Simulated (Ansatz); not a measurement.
The first iterations of a band of CH$_{3}$Se (5 atoms, charge -1, multiplicity 1).

Theory: Ansatz 0.2.0, RKS r2SCAN-D4/def2-TZVP.

```json
{"movable images": "7", "climbing image": "yes", "spring": "5.0 eV/Å²", "optimiser": "quadratic models (default)", "start path": "IDPP", "force threshold": "0.05 eV/Å", "iteration limit": "60", "end points": "relaxed"}
```

First end point:

```xyz
5
Properties=species:S:1:pos:R:3
C -0.584 -0.442 0.099
Se 1.048 0.619 -0.147
H -0.431 -0.924 1.079
H -0.495 -1.231 -0.666
H 0.463 1.979 -0.365
```

Last end point:

```xyz
5
Properties=species:S:1:pos:R:3
C 0.050 -0.866 0.151
Se 1.022 0.741 -0.168
H -0.549 -0.766 1.066
H -0.613 -1.077 -0.699
H 0.090 1.968 -0.350
```

| iteration | highest image above the first end (eV) | largest band force component (eV/Å) |
| --- | --- | --- |
| 1 | 0.116 | 0.579 |
| 2 | 0.104 | 0.533 |

Question: Does the band converge within its limit, and where does its top end?

Answer: It converged. It ended after 5 iterations with the highest image 0.095 eV above the first end. A vibrational analysis at the climbing image gives one clearly imaginary mode, 522i cm⁻¹: a first-order saddle point. Limits of this set-up: an anion without diffuse functions.

Time of the run: 46 s on 2 threads of Intel(R) Xeon(R) Platinum 8488C (Sapphire Rapids), with other jobs on the host, peak memory 0.17 GiB.
